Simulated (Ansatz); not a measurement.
A made-up structure of BHIBr, singlet:

Br1  (0.397, 0.440, 2.478)
B2  (1.217, -0.718, -1.380)
I3  (-0.184, 0.057, -0.017)
H4  (-1.744, 0.442, -0.574)
(Å)

It is relaxed with PBE-D4/def2-SVP and then PBE0-D4/def2-TZVP (Ansatz 0.2.0). Atoms count as bonded within 1.22 times the sum of their covalent radii (H–H: 0.88 Å). The end point is not checked to be a true minimum.

(1) Does its bonding change? (Judge from chemistry; the calculation decides.)

Results:

(1) By the calculation: Yes. Formed: B2–H4; broken: I3–H4.

Where it ends: The first stage lowers the energy by 4.51 eV in 22 steps. It ends as BHIBr ([BH][I][Br]):
```
4
angstrom
Br 1.0781 0.3385 3.0108
B -0.6346 -0.0537 -1.1400
I -0.6163 0.3816 0.7764
H -0.1414 -0.4463 -2.1402
```

Labels in which every atom is bracketed show which atoms are joined, not bond orders.

For scale, one of the runs: PBE0-D4/def2-TZVP relaxation, 135 basis functions, launched by `ansatz run in.yaml --threads 2 --pin off --events-out ev --progress --plain --max-ram 4352MiB`. Hardware: 2 CPU threads of an Arm Neoverse V1, shared host. Wall time about 27 s.
